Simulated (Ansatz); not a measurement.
A nudged elastic band was laid between two geometries of BCl3H2O (7 atoms, charge 0, multiplicity 1).

These are results of RKS r2SCAN/6-31G* in Ansatz 0.2.0, not measurements.

```json
{
  "movable images": "9",
  "climbing image": "yes",
  "spring": "5.0 eV/Å²",
  "optimiser": "quadratic models (default)",
  "start path": "through a guess of the saddle point",
  "force threshold": "0.05 eV/Å",
  "iteration limit": "60",
  "end points": "relaxed"
}
```

First end point:

```xyz
7
Properties=species:S:1:pos:R:3
B 0.059 -0.099 0.152
Cl -0.022 0.605 1.835
Cl 1.556 0.264 -0.766
Cl -1.496 0.022 -0.801
O 0.140 -1.769 0.477
H -0.654 -2.177 0.077
H 0.067 -1.876 1.448
```

Last end point:

```xyz
7
Properties=species:S:1:pos:R:3
B -0.168 -0.444 -0.763
Cl 0.912 -0.817 3.338
Cl 1.115 0.742 -0.738
Cl -1.105 -0.751 -2.224
O -0.420 -1.124 0.384
H -1.145 -1.766 0.300
H 0.461 -0.869 2.123
```

Question: Which bonds break or form, and what moves?

Answer: Bonds broken: B1–Cl2, O5–H7. Bonds formed: Cl2–H7. BCl3H2O becomes BCl2HO + ClH.

Question: What energy profile does the band end with?

Answer: It converged. The highest image is number 2 of 0 to 10, 0.79 eV above the first end and 1.07 eV above the last; the last end lies 0.28 eV below the first. A vibrational analysis at the climbing image gives one clearly imaginary mode, 1005i cm⁻¹: a first-order saddle point. The orbitals stay closed-shell, which can raise the energy where a bond breaks towards radicals; this wasn't checked here.

```tsv
image	path coordinate (Å)	energy (eV)	B1–Cl2 (Å)	O5–H7 (Å)	Cl2–H7 (Å)
0	0.00	0.00	1.83	0.98	2.51
1	0.47	0.24	1.94	1.01	1.98
2	0.94	0.79	2.28	1.25	1.56
3	1.40	0.19	2.70	1.67	1.33
4	1.86	-0.15	3.17	1.99	1.30
5	2.32	-0.22	3.50	2.11	1.29
6	2.78	-0.24	3.74	2.06	1.29
7	3.24	-0.26	3.94	2.00	1.30
8	3.70	-0.27	4.10	1.98	1.30
9	4.16	-0.28	4.21	1.97	1.30
10	4.62	-0.28	4.26	1.97	1.30
```

Question: What is the geometry of the highest image?

Answer: 
```xyz
7
Properties=species:S:1:pos:R:3
B 0.054 -0.351 -0.129
Cl -0.029 0.180 2.091
Cl 1.563 0.296 -0.752
Cl -1.497 0.078 -0.870
O 0.145 -1.757 0.365
H -0.700 -2.222 0.211
H 0.113 -1.256 1.506
```

Question: What are the harmonic wavenumbers there?

Answer: 1005i, 150, 182, 269, 303, 431, 461, 472, 631, 855, 1024, 1129, 1216, 1517, 3687 cm⁻¹.

The run took 3 min on 2 threads of AMD EPYC 9R45 96-Core Processor (Zen 5) (shared host), peak memory 0.18 GiB.
